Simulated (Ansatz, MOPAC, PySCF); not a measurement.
Species: hydrogen iodide, HI, charge 0, multiplicity 1. SMILES: I
Structure (B3LYP-D3(BJ)/def2-TZVP (Ansatz, an electronic-structure program) minimum search):
```
I
H 1 1.6155
```
Charge 0, spin multiplicity 1.

Quantity: vertical ionisation energy to the doublet, in eV. Conventions: def2 sets with scalar-relativistic core potentials past Kr; LANL2DZ with its own core potentials from Na on; UHF or UKS for open shells; spin-orbit terms left out; valence correlation only (noble-gas shells and the d and f shells of earlier blocks); each state is the SCF solution reached for its charge and spin; PM7 with its own dispersion and hydrogen-bond terms; six Cartesian d functions in 6-31G* and its kin unless marked 5d; STO-3G and 3-21G all-electron and non-relativistic. First-principles rows: single points at B3LYP-D3(BJ) geometries (Ansatz). Semi-empirical rows: differences of heats of formation at the shared geometry for vertical values.

| level | program | vertical ionisation energy to the doublet (eV) |
|---|---|---|
| AM1 | MOPAC | 10.52 |
| PM3 | MOPAC | 9.63 |
| PM6 | MOPAC | 9.98 |
| PM7 | MOPAC | 9.45 |
| MNDO | MOPAC | 10.80 |
| HF/6-31G* with LANL2DZ past Ar | Ansatz | 9.94 |
| PBE/6-31G* with LANL2DZ past Ar | Ansatz | 10.74 |
| B3LYP/STO-3G | Ansatz | 8.98 |
| B3LYP/3-21G | Ansatz | 10.53 |
| B3LYP/6-31G* with LANL2DZ past Ar | Ansatz | 10.80 |
| M06-2X/6-31G* with LANL2DZ past Ar (5d) | PySCF | 10.86 |
| MP2/6-31G* with LANL2DZ past Ar | Ansatz | 10.07 |
| PBE/def2-TZVPD | Ansatz | 10.53 |
| wB97X-V/def2-TZVPD | Ansatz | 10.59 |

No value to compare with is used here. The 12 habitual levels span 8.98 (B3LYP/STO-3G) to 10.86 eV (M06-2X/6-31G* with LANL2DZ past Ar (5d)); PBE/def2-TZVPD gives 10.53.

The levels are drawn from those run, B3LYP/6-31G* more often than the rest, none by its result; runs whose electronic state is in doubt are left out.
